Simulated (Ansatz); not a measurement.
Consider the substitution at a C–C bond: `CC(Br)Br` + `CB(N)Cl` → `CNB(C)Cl` + `BrCBr`.

Isolated molecules relaxed with PBE0-D4/def2-TZVP in Ansatz; ΔE leaves out vibrations. CBS: MP2 limit from def2 TZ/QZ plus the TZ coupled-cluster correction, frozen cores. This one scheme is used for every species. DFT in def2-TZVPP. B3LYP here is the variant with VWN-RPA as its local correlation; programs differ in this. For Br outer-core shells are correlated without core-valence functions, which leaves a few kJ/mol of doubt a bond. Scalar relativity is left out up to krypton. One conformer a species, not always the lowest.

```
             level  ΔE (kJ/mol)  difference from CCSD(T)/CBS
       LDA (SPW92)         45.4                         -3.6
         revPBE-D4         42.6                         -6.4
        r2SCAN0-D4         47.7                         -1.3
              BLYP         39.3                         -9.7
             B3LYP         40.8                         -8.2
     CCSD/def2-SVP         42.0                         -7.0
  CCSD(T)/def2-SVP         42.8                         -6.2
CCSD(T)/def2-TZVPP         46.6                         -2.4
SCS-MP2/def2-QZVPP         49.0                          0.0
     MP2/CBS(def2)         54.6                          5.6
       CCSD(T)/CBS         49.0                            0
```

(1) What do rigid-rotor, harmonic-oscillator terms from PBE0-D4/def2-TZVP frequencies (298.15 K, 1 bar) make of the CCSD(T)/CBS value? (Best estimate.)

Largest T1 diagnostic among the species: 0.011.

## Answers

(1) The calculation gave: ΔZPE = +0.8 kJ/mol, ΔH = +50.2 kJ/mol, ΔS = 1 J/(mol·K), ΔG = +49.9 kJ/mol.

Leaving LDA and LC-ωPBE aside and taking each functional with its dispersion term where it has one, the values, not all of them listed here, spread over 7.4 kJ/mol, from BLYP-D4 to B97M-V. At CCSD(T), def2-SVP lies −6.3 kJ/mol from the extrapolated value and def2-TZVPP −2.4 kJ/mol. In def2-TZVPP, CCSD(T) changes the Hartree–Fock value by +5.1 kJ/mol (the triples alone add +0.9 kJ/mol) and MP2 by +10.7 kJ/mol.
